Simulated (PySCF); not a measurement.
# PdS(OH)₂, quintet: molecular constants

These are results of PySCF, UHF, basis Pd def2-SVP with ECP28, S def2-SVP, O def2-SVP, H def2-SVP (scalar-relativistic core potentials, no spin–orbit coupling, density fitting), not measurements.

The structure is a minimum.

| Item | Value |
| --- | --- |
| Point group | Cs |
| Bond lengths | O–H 0.943 Å (×2), Pd–O 1.928 Å, Pd–O 1.940 Å, Pd–S 2.889 Å |
| Bond angles | H–O–Pd 121.6°, H–O–Pd 124.2°, O–Pd–O 175.7°, O–Pd–S 80.1°, O–Pd–S 104.2° |
| Highest occupied level (α) | -10.99 eV |
| Dipole moment | 1.45 D |
| Heat capacity Cp at 298.15 K | 92.8 J/(mol K) |
| Atomisation energy without zero-point energy | 790 kJ/mol |
| Principal polarisabilities | 27.5, 41.1, 50.8 bohr³ |
| Principal quadrupole moments (Buckingham, traceless) about the centre of mass | -16.07, 2.61, 13.46 D Å |
| Zero-point energy | 73.8 kJ/mol |
| Entropy at 298.15 K and 1 bar (electronic part: spin only) | 375.5 J/(mol K) |
| Rotational symmetry number | 1 |
| Enthalpy at 298.15 K above 0 K | 20.63 kJ/mol |
| Lowest empty level (β) | -0.29 eV |
| Spin squared ⟨S²⟩ | 6.026 |
| Rotational constants | 0.1376, 0.07321, 0.04778 cm⁻¹ |

Harmonic modes (masses in u: Pd 105.903, S 31.972, O 15.995, H 1.008):
```csv
symmetry,ω (cm⁻¹),IR (km/mol)
a',67,0.6
a'',73,6.8
a',105,2.2
a',194,29.8
a'',265,2.1
a'',480,269
a',592,3.1
a',658,285
a',708,41.5
a',779,199
a',4199,76.1
a',4213,66.0
```

Charges (e):
| atom | Mulliken | Löwdin | polar tensor | spin (Mulliken) | Mayer order to Pd1 |
| --- | --- | --- | --- | --- | --- |
| Pd1 | 0.91 | 0.29 | 1.48 | 1.66 | – |
| S2 | 0.10 | 0.29 | 0.01 | 2.07 | 0.19 |
| O3 | -0.69 | -0.34 | -1.02 | 0.15 | 0.83 |
| O4 | -0.70 | -0.36 | -1.01 | 0.13 | 0.81 |
| H5,6 | 0.18 | 0.06 | 0.27 | -0.01 | 0.02 |
Other Mayer orders above 0.3: O–H 0.96 (×2).

Mulliken populations on Pd1 (electrons outside its core potential): s 2.40, p 6.32, d 8.36, f 0.01.

Only a few start shapes were tried, so a lower isomer may exist. Open d and f shells are described by one determinant, and the ground state may have another occupation or spin.

The final relaxation and frequency run took 41 s on 4 threads of a shared Arm Neoverse V1 host, with 87 basis functions and 28 gradients; the process peaked at 0.46 GiB. Launch command: `OMP_NUM_THREADS=4 python axn.py task.json out`.
